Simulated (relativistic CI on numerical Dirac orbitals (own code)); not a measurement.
# Zn: what numerical and physical settings do to a radial Dirac CI calculation

Reference input:

```
atom Zn  Z=30  charge=0  electrons=30
nucleus A=64  rms_radius_fm=3.9283
hamiltonian dirac-coulomb  breit=on  qed=on  c_scale=1
orbitals kli  potential=per-configuration
slater_scale 1
correlation none
mixing on
grid step=0.0125 r_max=149
scf mixing=0.4 start=green max_iterations=150 tolerance=2e-08 node_fill=0.05
configurations
  [Ar] 3d10 4s2
  [Ar] 3d10 4s 4p
  [Ar] 3d10 4p2
end
```

Computed lowest total energy -1793.34425 Ha, first excitation 27056.2 cm⁻¹, 34 SCF steps. Runs with settings changed; * marks those that are bad on purpose:

| Changed | Outcome | Lowest level | ΔE (Ha) | First excitation (cm⁻¹) | SCF steps | Message |
| --- | --- | --- | --- | --- | --- | --- |
| SCF mixing 0.2 | converged | 4s2 1S_0 | -5.79e-10 | 27056.2 | 42 |  |
| Breit term off | converged | 4s2 1S_0 | -0.761 | 27065.6 | 34 |  |
| nuclear radius 4.3211 fm | converged | 4s2 1S_0 | 0.00175 | 27056.1 | 34 |  |
| grid step 0.02, SCF tolerance 1e-10 | converged | 4s2 1S_0 | 7.35e-05 | 27056.2 | 40 |  |
| grid step 0.3 * | not converged |  |  |  | 43 | SCF of 1s2 2s2 2p6 3s2 3p6 3d10 4s 4p stopped: an orbital could not be found |
| SCF mixing 0.001 * | converged | 4s2 1S_0 | 6.55e-11 | 27056.2 | 70 |  |

With so few configurations and no correlation, terms lie too far apart (by 10 to 50 % near neutrality), their order can be wrong, and levels of other configurations are missing.
